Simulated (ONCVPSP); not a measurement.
Ag, ONCV: configuration errors across variants

```json
{
 "Element": "Ag (Z = 47)",
 "Generator": "ONCVPSP 4.0.1",
 "Type": "optimised norm-conserving Vanderbilt (ONCV)",
 "Functional": "PBE",
 "Relativity": "scalar-relativistic",
 "Frozen core": "[Ar] 3d10",
 "Valence charge": "19",
 "Reference configuration": "4s2 4p6 4d10 5s1",
 "Partial waves": "4s+5s: rc 1.25 bohr, ncon 4, nbas 7, qcut 9.1 1/bohr, 2 projectors; 4p: rc 1.45 bohr, ncon 4, nbas 8, qcut 10.4 1/bohr, 1 projector; 4d: rc 1.75 bohr, ncon 4, nbas 9, qcut 8.4 1/bohr, 3 projectors, debl 2.2 Ha",
 "Local potential": "polynomial inside 0.80 bohr (lpopt 5, dvloc0 0 Ha)",
 "Core correction": "polynomial model core, fcfact 0.4"
}
```

All-electron excitation energies from the reference (eV): (1) 4s2 4p6 4d10 5s0 7.757; (2) 4s2 4p6 4d9 5s0 29.871; (3) 4s2 4p6 4d8 5s0 66.064; (4) 4s2 4p6 4d10 5s0.5 3.017.

1 further variants failed, have other tests or too few solved ones, and are left out.

Errors AE − PS in meV (a dash: test not solved or not reliable):

| change | (1) | (2) | (3) | (4) | bound ghosts | GHOST(+) flags above zero |
| --- | --- | --- | --- | --- | --- | --- |
| base | -0.9 | -2.7 | +8.1 | -0.4 | none | s |
| p: qcut 13.1 | -0.9 | -2.9 | +6.8 | -0.4 | none | s |
| s: rc 1.54 | -1.4 | -3.0 | +8.0 | -0.6 | none | s |
| local potential polynomial inside 0.80 bohr (lpopt 5, dvloc0 7 Ha) | -0.9 | -2.7 | +7.9 | -0.4 | none | s |
| p: nbas 9 | -0.9 | -2.7 | +8.1 | -0.4 | none | s |

Task: Give the same row for: s: nproj 3.

Result: -0.9, -2.7, +8.2, -0.4; bound ghosts: none; GHOST(+) flags above zero: s.
